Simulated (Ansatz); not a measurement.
H₂Si (SMILES [SiH2]), triplet, geometry from GFN2-xTB. Base run: MP2/aug-cc-pVDZ (Ansatz, an electronic-structure program).

The Ansatz input:
Ansatz 0.2 input:
```yaml
crystal:
  periodic: [false, false, false]
  atoms:
    - {symbol: Si, position_ang: [-0.00166170, 0.08538378, 0.00495698]}
    - {symbol: H, position_ang: [-1.25761844, -0.62511866, 0.01233517]}
    - {symbol: H, position_ang: [1.28088231, -0.57025423, -0.08173290]}
basis:
  gaussian:
    orbitals: aug-cc-pVDZ
magnetization: {spin_polarized: true, initial_magnetization: 2}
correlation: {method: mp2}
```

The base run was repeated with changes; each row names its change, and settings that it needs were set with it.

```json
[
 {"change": "base", "basis functions": "45", "E (Eh)": "-290.08655", "MP2 correlation (Eh)": "-0.07571"},
 {"change": "basis = STO-3G", "basis functions": "11", "E (Eh)": "-286.66161", "MP2 correlation (Eh)": "-0.02263"},
 {"change": "basis = 3-21G", "basis functions": "17", "E (Eh)": "?", "MP2 correlation (Eh)": "?"},
 {"change": "basis = 6-31G", "basis functions": "17", "E (Eh)": "-289.99888", "MP2 correlation (Eh)": "-0.03406"},
 {"change": "basis = pcseg-0", "basis functions": "17", "E (Eh)": "-289.65853", "MP2 correlation (Eh)": "-0.03591"},
 {"change": "basis = def2-SV(P)", "basis functions": "22", "E (Eh)": "-289.96832", "MP2 correlation (Eh)": "-0.05585"},
 {"change": "basis = pc-1", "basis functions": "28", "E (Eh)": "?", "MP2 correlation (Eh)": "?"},
 {"change": "basis = def2-SVP", "basis functions": "28", "E (Eh)": "-289.98894", "MP2 correlation (Eh)": "-0.07143"},
 {"change": "basis = 6-31G**", "basis functions": "?", "E (Eh)": "?", "MP2 correlation (Eh)": "?"},
 {"change": "basis = 6-311++G**", "basis functions": "45", "E (Eh)": "?", "MP2 correlation (Eh)": "?"},
 {"change": "basis = pcseg-2", "basis functions": "62", "E (Eh)": "-290.10210", "MP2 correlation (Eh)": "-0.08615"},
 {"change": "basis = aug-cc-pVTZ", "basis functions": "96", "E (Eh)": "-290.11435", "MP2 correlation (Eh)": "-0.09152"},
 {"change": "basis = cc-pVQZ", "basis functions": "119", "E (Eh)": "-290.12247", "MP2 correlation (Eh)": "-0.09594"}
]
```

Complete the blanks.


- basis = 3-21G, E (Eh): -288.51474
- basis = 3-21G, MP2 correlation (Eh): -0.03531
- basis = pc-1, E (Eh): -290.06541
- basis = pc-1, MP2 correlation (Eh): -0.06781
- basis = 6-31G**, basis functions: 29
- basis = 6-31G**, E (Eh): -290.06119
- basis = 6-31G**, MP2 correlation (Eh): -0.06656
- basis = 6-311++G**, E (Eh): -290.08842
- basis = 6-311++G**, MP2 correlation (Eh): -0.07286

Totals compare only among sets that treat the same electrons; sets with core potentials leave the core out.
